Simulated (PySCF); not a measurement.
Job for PySCF: R-B3LYP/6-31G* on C2HNO2 (a complex).

```python
from pyscf import gto, scf, dft, mp
from pyscf.data.elements import chemcore

mol = gto.M(
    atom='''
    C    -0.16911623    0.29580944   -1.61664731
    N    -0.15244065    0.26138366   -0.45398306
    H    -0.13826659    0.23092218    0.54681809
    O    -0.10188178    0.16328500    2.58551354
    C    -0.05654133    0.10379773    3.74515472
    O    -0.01176200    0.04490156    4.89811025
    ''',
    basis='6-31g*',
    cart=True,
    charge=0, spin=0, verbose=3, max_memory=1800)
mf = dft.RKS(mol, xc='b3lyp')
mf.conv_tol = 1e-8
mf.max_cycle = 100
mf.kernel()
if not mf.converged:
    mf = mf.newton().run(mf.mo_coeff, mf.mo_occ)
```

Output:

```
converged SCF energy = -281.981759045869
```

The calculation finished and met its thresholds.

Cost: around 8 core-seconds (rough).
